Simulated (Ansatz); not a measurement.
Species: sum formula H₇Si₂NO₆, charge 0, multiplicity 1. SMILES: O[Si](O)(O)N[Si](O)(O)O
Geometry from a B3LYP-D3(BJ)/def2-TZVP (Ansatz, a quantum-chemistry and plane-wave program) optimisation:
```
N
H 1 1.0098
Si 1 1.7103 2 117.04
O 3 1.6325 1 113.05 2 35.70
H 4 0.9601 3 117.11 1 69.92
O 3 1.6349 4 104.45 5 -165.14
H 6 0.9639 3 113.81 4 -153.28
O 3 1.6599 4 112.64 5 -45.59
H 8 0.9614 3 115.70 4 -83.64
Si 1 1.7162 2 116.63 3 -156.39
O 10 1.6349 1 112.57 2 -19.35
H 11 0.9606 10 116.54 1 -92.53
O 10 1.6369 11 108.22 12 30.32
H 13 0.9667 10 113.19 11 -155.53
O 10 1.6490 11 108.53 12 151.73
H 15 0.9612 10 117.26 11 -65.31
```
Charge 0, spin multiplicity 1.

Wanted: atomisation energy (electronic, to ground-state atoms); the coupled-cluster value holds the core correlation from cc-pwCVTZ, in kcal/mol. Correlated levels leave the core frozen unless marked. UHF or UKS for open shells. Spin-orbit coupling is left out. Non-relativistic. CBS marks a two-point X^-3 extrapolation of the correlation energy; Hartree-Fock from the larger set. [CCSD(T)-MP2]/basis is that difference in the basis named.

Level to compare with: RI-MP2/CBS(cc-pV(T+d)Z,cc-pV(Q+d)Z)+[CCSD(T)-MP2]/cc-pV(T+d)Z plus the core term (Ansatz), 1629.0 kcal/mol. It is a level with limits of its own, and the differences hold the functionals' basis error too.

### Question
Rank these functionals by how close they come to RI-MP2/CBS(cc-pV(T+d)Z,cc-pV(Q+d)Z)+[CCSD(T)-MP2]/cc-pV(T+d)Z, closest first: CAM-B3LYP/def2-TZVPD (Ansatz); B3LYP/def2-TZVPD (Ansatz); wB97X/def2-TZVPD (Ansatz); r2SCANh/def2-TZVPD (Ansatz).

### Answer
CAM-B3LYP/def2-TZVPD (range-separated hybrid, 1605.1 kcal/mol, difference -23.9), wB97X/def2-TZVPD (range-separated hybrid, 1597.2 kcal/mol, difference -31.8), r2SCANh/def2-TZVPD (hybrid meta-GGA, 1588.2 kcal/mol, difference -40.8), B3LYP/def2-TZVPD (global hybrid, 1579.6 kcal/mol, difference -49.4)
